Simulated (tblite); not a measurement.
Compound: C7H10O.
Numbering: `[CH3:1][C@@H:2]([OH:3])[CH:4]1[CH:5]=[CH:6][CH:7]=[CH:8]1` (hydrogens: H9, H10, H11 on C1; H12 on C2; H13 on O3; H14 on C4; H15 on C5; H16 on C6; H17 on C7; H18 on C8)

Computed with GFN2-xTB (tblite), gas phase: L-BFGS steps from a force-field or distance-geometry start until the largest atomic force falls under 0.01 eV/Å.

Step 7: E = -655.9731 eV
```
atom  x, y, z in Å  |  force x, y, z in eV/Å
C1     -1.5188    0.8785   -0.7057    0.011   0.019   0.017
C2     -1.3339   -0.1960    0.3605   -0.034  -0.086   0.050
O3     -2.0791   -1.3476    0.0399    0.008  -0.017  -0.031
C4      0.1476   -0.5632    0.6140    0.105  -0.022   0.028
C5      0.9776    0.5483    1.1757   -0.072   0.028   0.064
C6      2.0490    0.7510    0.4003    0.002   0.039  -0.025
C7      2.0197   -0.1844   -0.7049   -0.058  -0.009  -0.012
C8      0.9291   -0.9541   -0.6022   -0.014  -0.002  -0.008
H9     -2.5808    1.1036   -0.7836    0.026   0.028  -0.074
H10    -1.1558    0.5297   -1.6710    0.006  -0.016   0.009
H11    -0.9841    1.7858   -0.4458    0.050   0.013   0.058
H12    -1.7599    0.1503    1.3071   -0.016   0.051   0.053
H13    -1.8035   -1.6375   -0.8376   -0.031  -0.053   0.004
H14     0.1263   -1.4033    1.3204    0.021   0.018  -0.017
H15     0.7208    1.0615    2.0851   -0.029   0.027  -0.056
H16     2.8240    1.4827    0.5479   -0.001  -0.030   0.004
H17     2.7689   -0.2318   -1.4736    0.047  -0.009  -0.010
H18     0.6442   -1.7673   -1.2448   -0.021   0.023  -0.056
```

Step 8: E = -655.9745 eV
```
atom  x, y, z in Å  |  force x, y, z in eV/Å
C1     -1.5172    0.8788   -0.7047    0.015  -0.008   0.030
C2     -1.3365   -0.1967    0.3616    0.034  -0.077   0.040
O3     -2.0783   -1.3499    0.0403   -0.021  -0.008  -0.016
C4      0.1469   -0.5623    0.6133    0.103  -0.023   0.029
C5      0.9762    0.5497    1.1760   -0.013   0.022  -0.011
C6      2.0488    0.7528    0.3995   -0.054  -0.007  -0.007
C7      2.0194   -0.1840   -0.7067   -0.042   0.003   0.010
C8      0.9288   -0.9544   -0.6032   -0.013   0.029  -0.001
H9     -2.5776    1.1039   -0.7855   -0.016   0.050  -0.073
H10    -1.1538    0.5293   -1.6694    0.019  -0.018   0.005
H11    -0.9809    1.7845   -0.4428    0.045   0.012   0.054
H12    -1.7597    0.1507    1.3102   -0.021   0.028   0.015
H13    -1.8051   -1.6407   -0.8378   -0.020  -0.034   0.011
H14     0.1254   -1.4020    1.3201    0.029   0.015  -0.017
H15     0.7160    1.0625    2.0846   -0.015   0.029  -0.058
H16     2.8259    1.4827    0.5478   -0.020  -0.038   0.001
H17     2.7718   -0.2321   -1.4747   -0.002  -0.006   0.029
H18     0.6410   -1.7665   -1.2469   -0.008   0.033  -0.043
```

Step 9: E = -655.9758 eV
```
atom  x, y, z in Å  |  force x, y, z in eV/Å
C1     -1.5153    0.8788   -0.7032    0.015  -0.027   0.033
C2     -1.3381   -0.1987    0.3634    0.071  -0.032   0.020
O3     -2.0780   -1.3521    0.0406   -0.033  -0.004  -0.001
C4      0.1478   -0.5619    0.6132    0.041  -0.018   0.013
C5      0.9751    0.5513    1.1755   -0.013   0.012  -0.022
C6      2.0474    0.7542    0.3989   -0.023  -0.019  -0.026
C7      2.0185   -0.1835   -0.7083   -0.004   0.020   0.019
C8      0.9284   -0.9543   -0.6042   -0.022   0.025  -0.008
H9     -2.5749    1.1051   -0.7887   -0.023   0.058  -0.057
H10    -1.1516    0.5286   -1.6677    0.030  -0.013   0.015
H11    -0.9772    1.7836   -0.4390    0.029  -0.008   0.045
H12    -1.7600    0.1516    1.3132   -0.014  -0.006  -0.028
H13    -1.8069   -1.6443   -0.8380   -0.012  -0.013   0.025
H14     0.1253   -1.4007    1.3197    0.042  -0.006  -0.001
H15     0.7112    1.0642    2.0832   -0.001   0.029  -0.061
H16     2.8273    1.4820    0.5477   -0.042  -0.044  -0.004
H17     2.7743   -0.2325   -1.4750   -0.045  -0.001   0.060
H18     0.6379   -1.7650   -1.2496    0.004   0.048  -0.022
```

Q: Estimate the geometry and energy of step 10. (The exact step hangs on the optimiser's Hessian estimate; all steps are aligned on step 9, rigid shifts and turns removed.)

A: E = -655.9770 eV, largest force 0.091 eV/Å
```
atom  x, y, z in Å  |  force x, y, z in eV/Å
C1     -1.5133    0.8784   -0.7012    0.010  -0.028   0.022
C2     -1.3384   -0.2011    0.3655    0.060   0.014  -0.012
O3     -2.0783   -1.3544    0.0411   -0.032   0.008   0.024
C4      0.1492   -0.5617    0.6131   -0.031  -0.013  -0.005
C5      0.9736    0.5531    1.1746    0.002  -0.004  -0.043
C6      2.0459    0.7554    0.3977   -0.011  -0.026  -0.019
C7      2.0176   -0.1827   -0.7095    0.015   0.019   0.020
C8      0.9275   -0.9536   -0.6055   -0.019   0.024  -0.007
H9     -2.5724    1.1073   -0.7927   -0.003   0.052  -0.032
H10    -1.1486    0.5277   -1.6657    0.036  -0.006   0.029
H11    -0.9729    1.7822   -0.4344    0.009  -0.034   0.033
H12    -1.7604    0.1521    1.3155   -0.004  -0.037  -0.057
H13    -1.8089   -1.6481   -0.8375   -0.002   0.002   0.028
H14     0.1257   -1.3995    1.3193    0.058  -0.030   0.018
H15     0.7064    1.0662    2.0807    0.007   0.037  -0.047
H16     2.8278    1.4805    0.5475   -0.043  -0.031  -0.006
H17     2.7759   -0.2329   -1.4743   -0.063   0.004   0.066
H18     0.6349   -1.7625   -1.2526    0.012   0.051  -0.012
```

The energy changes by -0.0012 eV. The first-order estimate −F·Δx gives -0.0016 eV and the mean of the old and new forces, exact on a quadratic surface, -0.0012 eV. The step makes an angle of 59° with the force vector and moves no atom by more than 0.006 Å.

What follows is the cost of the whole relaxation. Time: 0.25 s of wall time. Hardware: one thread of an Intel Xeon Platinum 8488C, no GPU, on a shared host.
